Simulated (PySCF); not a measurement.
C3H3ClF2, SMILES F[C@@H]1[C@H](F)[C@H]1Cl. Coordinates come from a PBE-D3(BJ)/def2-SVP optimisation. The structure was generated by enumeration; whether it is a known compound was not checked.

Computed equilibrium geometry at PBE-D3(BJ)/def2-SVP (PySCF confirms it by a frequency run) as Cartesian coordinates in Å, and its point group:
point group Cs.
```xyz
9

F     -1.6396    -0.2049     1.4106
C     -0.6369     0.4408     0.7569
C     -0.6369     0.4408    -0.7569
F     -1.6396    -0.2049    -1.4106
C      0.3593    -0.4008     0.0000
Cl     2.0840    -0.0242     0.0000
H     -0.2818     1.3483     1.2778
H     -0.2818     1.3483    -1.2778
H      0.1332    -1.4806     0.0000
```
Charge 0, spin multiplicity 1.
